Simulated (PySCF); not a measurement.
Deuteron quadrupole couplings in `C[Si@@H](C[SiH3])[SiH]([SiH3])[SiH3]`

Compound: C₂H₁₆Si₅.
Structure used (GFN2-xTB), in Å, numbered top down from 1:
```
atom  x, y, z in Å
C1    -0.4306   -1.2514    1.8444
Si2   -0.2980   -1.2775   -0.0541
C3    -2.0549   -1.0985   -0.7865
Si4   -2.9635    0.5313   -0.4398
Si5    1.1742    0.4036   -0.7411
Si6    1.0789    2.2983    0.6103
Si7    3.3578   -0.3574   -1.0035
H8     0.5374   -1.4381    2.3001
H9    -1.1161   -2.0074    2.2158
H10   -0.7809   -0.2872    2.2017
H11    0.1576   -2.6397   -0.4193
H12   -1.9842   -1.2271   -1.8671
H13   -2.6741   -1.9220   -0.4273
H14   -4.3011    0.4897   -1.0423
H15   -2.2075    1.6447   -1.0199
H16   -3.1099    0.7361    1.0039
H17    0.7295    0.8294   -2.0933
H18    1.9744    3.3732    0.1730
H19   -0.2561    2.8945    0.7087
H20    1.4848    1.9747    1.9825
H21    3.8840   -0.8549    0.2714
H22    3.4962   -1.4615   -1.9567
H23    4.2973    0.6743   -1.4508
```

Level: PBE0/pcSseg-1 (PySCF, non-relativistic); Q(2H) = 0.00286 b; rigid geometry, the same for H and D, with no vibrational averaging.

Question: Rank these positions by the coupling χzz of a deuteron there, largest first.
A. H8 (methyl hydrogen)
B. H17 (Si–H hydrogen)
C. H13 (methylene hydrogen)
D. H19 (Si–H hydrogen)

Answer: A (218 kHz), C (214 kHz), D (110 kHz), B (103 kHz).

Q: Tabulate Vzz, the asymmetry η and χzz = 234.96 MHz × Q × Vzz for every hydrogen position.

A: 
```tsv
atom	bonded to	bond length (Å)	Vzz (au)	η	χzz (kHz)
H8	C1	1.086	0.3251	0.01	218
H9	C1	1.086	0.3264	0.01	219
H10	C1	1.086	0.3239	0.01	218
H11	Si2	1.482	0.1514	0.00	102
H12	C3	1.091	0.3195	0.01	215
H13	C3	1.091	0.3190	0.00	214
H14	Si4	1.468	0.1602	0.01	108
H15	Si4	1.466	0.1617	0.02	109
H16	Si4	1.465	0.1619	0.01	109
H17	Si5	1.486	0.1535	0.00	103
H18	Si6	1.466	0.1636	0.01	110
H19	Si6	1.465	0.1637	0.01	110
H20	Si6	1.467	0.1626	0.00	109
H21	Si7	1.466	0.1633	0.00	110
H22	Si7	1.465	0.1641	0.00	110
H23	Si7	1.465	0.1638	0.00	110
```

Q: Average by the element that carries the hydrogen.

A: on C: 217 kHz over 5 positions, mean bond length 1.088 Å; on Si: 108 kHz over 11 positions, mean bond length 1.469 Å.

Q: How does χzz go with the bond length over the 11 Si–H bonds?

A: A straight-line fit has a slope of -3.8 kHz for each 0.01 Å, with a correlation coefficient of -0.95, over lengths from 1.465 to 1.486 Å. The longer bonds have the smaller couplings here.

Q: A static deuteron (I = 1) shows a doublet split by (3/2)χ, (3/4)χ(1 + η) and (3/4)χ(1 − η) with the field along z, y and x of the gradient. What are these for H18?

A: With |χ| = 109.9 kHz and η = 0.005: 165, 83 and 82 kHz, to first order and without motion.

The structure is a single GFN2-xTB conformer in the gas phase; no vibrational or solvent corrections. GFN2-xTB bond lengths can be off by several hundredths of an ångström, more for odd bonds, and the gradients follow them. The basis is small and wasn't made for field gradients, so the couplings can be 20 % off.
